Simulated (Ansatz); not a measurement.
Cartesian coordinates (Å):
SMILES: F[SiH]([SiH3])[SiH3]
```xyz
11

F     -0.5676    -2.0075     0.9928
Si    -0.1320    -0.9315    -0.1278
Si    -1.8185     0.6794    -0.3679
Si     1.9191     0.0353     0.4684
H      0.0285    -1.6697    -1.4127
H     -3.1095     0.0560    -0.7630
H     -2.0067     1.4337     0.8995
H     -1.3902     1.6278    -1.4325
H      2.9841    -0.9941     0.6006
H      2.2978     0.9920    -0.6075
H      1.7949     0.7786     1.7500
```
Charge 0, spin multiplicity 1.

These are frozen-core CCSD(T)/cc-pVTZ // PBE0-D4/def2-TZVP (Ansatz, a first-principles code) values and carry that method's errors.

```json
{
 "HF energy": "-970.44033 Ha",
 "MP2 correlation energy": "-0.62743 Ha"
}
```

Estimate the CCSD correlation energy, the (T) correction, the total energy and the T1 diagnostic.


- CCSD correlation energy = -0.68978 Ha
- (T) correction = -0.02192 Ha
- CCSD(T) total energy = -971.15203 Ha
- T1 diagnostic = 0.013
